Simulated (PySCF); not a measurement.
# $^{19}$F chemical shifts

No solvent, rapidly exchanging positions averaged, no relativistic terms, one computed conformer. Structure optimised with GFN2-xTB; GIAO PBE0/pcSseg-1 shieldings; PySCF 2.14.0 with density-fitted response routines.

Shieldings were converted by a linear fit to measured shifts: $^{19}$F (scatter 6.0 ppm rms, 7.0 ppm with the 5 outliers that the fit left out vs CFCl3, solution or neat liquid, with a term for F on sp3 carbon). Occasional misses reach two or three times the rms, and more in compound classes unlike the fitted ones.

Question: Give the $^{19}$F shifts of `NC(=S)C#CC=C(F)F`, `CO[C@@]1(F)[SiH2][C@H]1C=O`, `C=C(F)[SiH2][Si]([SiH3])([SiH3])[SiH3]`, `[H]/N=C(\CF)COC(F)F`.

Answer: 
```csv
compound,environment,δ (ppm)
[NH2:1][C:2](=[S:3])[C:4]#[C:5][CH:6]=[C:7]([F:8])[F:9],F9: vinylic fluorine,-62.0
[NH2:1][C:2](=[S:3])[C:4]#[C:5][CH:6]=[C:7]([F:8])[F:9],F8: vinylic fluorine,-68.0
CO[C@@]1(F)[SiH2][C@H]1C=O,fluorine on an sp3 carbon,-121.7
C=C(F)[SiH2][Si]([SiH3])([SiH3])[SiH3],vinylic fluorine,-88.1
[H]/[N:1]=[C:2](\[CH2:3][F:4])[CH2:5][O:6][CH:7]([F:8])[F:9],F8/9: fluorine of a CF2 group (×2),-79.8
[H]/[N:1]=[C:2](\[CH2:3][F:4])[CH2:5][O:6][CH:7]([F:8])[F:9],F4: fluorine on an sp3 carbon,-239.6
```
